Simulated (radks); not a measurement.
Removal energies from the platinum ion Pt12+, [Kr] 4d10 4f14 5s2 5p4, by Delta-SCF beside the eigenvalue of the level emptied. All-electron calculation, scalar-relativistic Kohn-Sham, r2SCAN, spin-polarised, spherical densities, finite nucleus; meta-GGA in the generalised Kohn-Sham scheme; Fermi nuclear charge, rms radius of each element as measured or else 0.836 A^(1/3) + 0.57 fm. Program: a radial shooting solver on a logarithmic mesh with Libxc functionals. Open shells are filled with parallel spins first.

5p: final configuration [Kr] 4d10 4f14 5s2 5p3; Delta-SCF (eV) 266.34; -eigenvalue (eV) 256.32
4f: final configuration [Kr] 4d10 4f13 5s2 5p4; Delta-SCF (eV) 308.33; -eigenvalue (eV) 290.13
5s: final configuration [Kr] 4d10 4f14 5s1 5p4; Delta-SCF (eV) 319.90; -eigenvalue (eV) 308.99
4d: final configuration [Kr] 4d9 4f14 5s2 5p4; Delta-SCF (eV) 550.53; -eigenvalue (eV) 532.15
